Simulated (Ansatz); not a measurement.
Two structures of SiNH$_{4}$F$_{3}$, closed shell, reached by relaxing down either side of one saddle point (PBE0-D4/def2-TZVP). Energies are electronic, without zero-point energy. Computed with Ansatz 0.2.0 (basis: def2-TZVPP and def2-QZVPP); correlated methods freeze the cores. Extrapolation: Hartree–Fock as exp(−7.88 √X), correlation as X^−2.97. First:

Si1  (-0.703, 0.093, -1.017)
N2  (0.549, 0.712, -0.095)
F3  (-0.347, -1.373, -1.466)
F4  (-1.038, 0.880, -2.343)
F5  (-2.029, 0.097, -0.169)
H6  (0.755, -1.038, 2.154)
H7  (0.879, -1.442, 2.771)
H8  (1.513, 0.560, -0.338)
H9  (0.423, 1.511, 0.503)
(Å)

Second:

Si1  (-0.561, -0.745, -0.359)
N2  (0.714, 0.858, 0.455)
F3  (-1.498, -1.906, -0.957)
F4  (-0.235, 0.024, -1.723)
F5  (-1.642, -0.023, 0.573)
H6  (0.790, 0.796, 1.465)
H7  (0.474, -1.590, 0.259)
H8  (1.648, 0.826, 0.062)
H9  (0.309, 1.760, 0.226)
(Å)

Q: Which bonds change from the first to the second?

A: SiNH₂F₃ ([NH2][Si]([F])([F])[F]) + H₂ → SiHF₃ ([F][SiH]([F])[F]) + NH₃ (still joined by a long Si–N bond); bonds formed: Si1–H7, N2–H6; bonds broken: H6–H7; bonds weakened to dative contacts: Si1–N2.

Q: Give the saddle point's structure and its height above each. (Judge from chemistry; the value comes from the calculation.)

A: The calculation gives: 2.276 eV above the first and 1.995 eV above the second (CCSD(T) at an estimated basis limit (MP2 extrapolated from triple and quadruple zeta, plus CCSD(T) − MP2 in triple zeta)).
| atom | x (Å) | y (Å) | z (Å) |
| --- | --- | --- | --- |
| Si1 | -0.5695 | -0.3698 | -0.3212 |
| N2 | 0.7982 | 0.7254 | 0.2168 |
| F3 | -0.1312 | -1.7468 | -0.9779 |
| F4 | -0.9391 | 0.4078 | -1.6798 |
| F5 | -1.9529 | -0.1571 | 0.4277 |
| H6 | 0.6362 | -0.2020 | 1.0590 |
| H7 | -0.0108 | -1.0653 | 1.1892 |
| H8 | 1.6260 | 0.7297 | -0.3705 |
| H9 | 0.5431 | 1.6781 | 0.4567 |

No T1 diagnostic of these runs exceeds 0.012.

Labels in which every atom is bracketed show which atoms are joined, not bond orders.

For scale, one of the runs: CCSD(T)/def2-TZVPP, 222 basis functions, launched by `ansatz run in.yaml --threads 4 --pin off --events-out ev --progress --plain --max-ram 9574MiB`. Hardware: 4 CPU threads of an Intel Xeon Platinum 8259CL, shared host. Wall time 92 s; peak host memory 3.8 GiB.
